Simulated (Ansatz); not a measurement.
`F[SiH2][AlH2]` + `FCN[SiH3]` → `F[SiH2]N[SiH3]` + `F[CH2][AlH2]`  (redistribution)

Calculated with Ansatz (gas phase, PBE0-D4/def2-TZVP geometries, no zero-point term in ΔE). CBS: MP2 limit from def2 TZ/QZ plus the TZ coupled-cluster correction, frozen cores. This one scheme is used for every species. Functionals use def2-TZVPP. One conformer a species, not always the lowest.

`F[SiH2][AlH2]`:

Z-matrix (Å, degrees):
```
Si
Al 1 2.468
F 1 1.613 2 111.5
H 1 1.492 2 112.3 3 -120.0
H 1 1.492 2 112.2 3 120.0
H 2 1.589 1 118.2 3 179.8
H 2 1.587 1 121.9 3 -0.2
```

`FCN[SiH3]`:

Cartesian coordinates in Å:
```
F 1.003 0.042 1.904
C -0.262 -0.154 1.335
N -0.199 -0.629 0.015
Si 0.186 0.379 -1.341
H -0.779 -0.862 1.987
H -0.761 0.819 1.363
H 0.007 -1.614 -0.051
H -0.285 -0.319 -2.564
H -0.544 1.656 -1.137
H 1.633 0.681 -1.510
```

`F[SiH2]N[SiH3]`:

Z-matrix (Å, degrees):
```
Si
N 1 1.706
F 1 1.601 2 112.6
H 1 1.478 2 108.8 3 117.8
H 1 1.480 2 109.3 3 -117.5
Si 2 1.733 1 128.1 3 -87.6
H 2 1.011 1 115.6 3 85.3
H 6 1.487 2 110.9 1 -127.0
H 6 1.487 2 112.0 1 112.6
H 6 1.483 2 106.7 1 -7.3
```

`F[CH2][AlH2]`:

```xyz
7

F    -0.998   -1.569    0.369
C    -0.699   -0.404   -0.344
Al    0.874    0.549    0.392
H    -1.596    0.231   -0.339
H    -0.545   -0.686   -1.395
H     1.653   -0.014    1.650
H     1.311    1.893   -0.334
```

(1) Is it downhill or uphill in electronic energy at CCSD(T)/CBS, and by how much? (An estimate is asked.)

(2) What do these levels give: PBE-D4, r2SCAN-D4, r2SCAN0-D4, ωB97M-V, PBE, CAM-B3LYP, LC-ωPBE, HF/def2-SVP, CCSD/def2-SVP, CCSD(T)/def2-TZVPP, HF/def2-QZVPP, MP2/def2-QZVPP? (Best estimate.)

Largest T1 diagnostic among the species: 0.012.

## Answers

(1) Ansatz gave: Downhill: ΔE = -24.2 kcal/mol.

(2) Computed: PBE-D4 -18.7, r2SCAN-D4 -22.5, r2SCAN0-D4 -22.9, ωB97M-V -25.0, PBE -18.4, CAM-B3LYP -23.4, LC-ωPBE -21.7, HF/def2-SVP -20.1, CCSD/def2-SVP -19.4, CCSD(T)/def2-TZVPP -23.1, HF/def2-QZVPP -24.4, MP2/def2-QZVPP -26.4 kcal/mol.

At CCSD(T), def2-SVP lies +5.1 kcal/mol from the extrapolated value and def2-TZVPP +1.1 kcal/mol. From PBE to PBE0 (25 % exact exchange), in def2-TZVPP and without D4, ΔE moves by −1.3 kcal/mol. Leaving LDA and LC-ωPBE aside and taking each functional with its dispersion term where it has one, the values spread over 6.3 kcal/mol, from ωB97M-V to PBE-D4.
